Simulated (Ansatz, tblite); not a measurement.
Forces on BBr₃ at its PBE0-D4/def2-SVP geometry. Total charge 0; singlet.

The xTB rows come from tblite.

GFN2-xTB (tblite), largest force 0.41 eV/Å:

```xyz
4
positions Å, forces eV/Å
B     0.001    0.001   -0.001   -0.004   -0.005    0.005
Br   -1.720    0.462   -0.659    0.376   -0.099    0.142
Br    0.768    0.991    1.427   -0.166   -0.214   -0.312
Br    0.952   -1.454   -0.766   -0.206    0.318    0.165
```

r2SCAN-D4/def2-TZVP (Ansatz), largest force 0.07 eV/Å:

```
B -0.005 -0.007 0.007
Br -0.059 0.019 -0.026
Br 0.029 0.038 0.049
Br 0.036 -0.050 -0.030
```

PBE0-D4/def2-TZVP (Ansatz), largest force 0.06 eV/Å:

```
B -0.005 -0.007 0.007
Br 0.059 -0.013 0.020
Br -0.024 -0.030 -0.050
Br -0.030 0.051 0.023
```
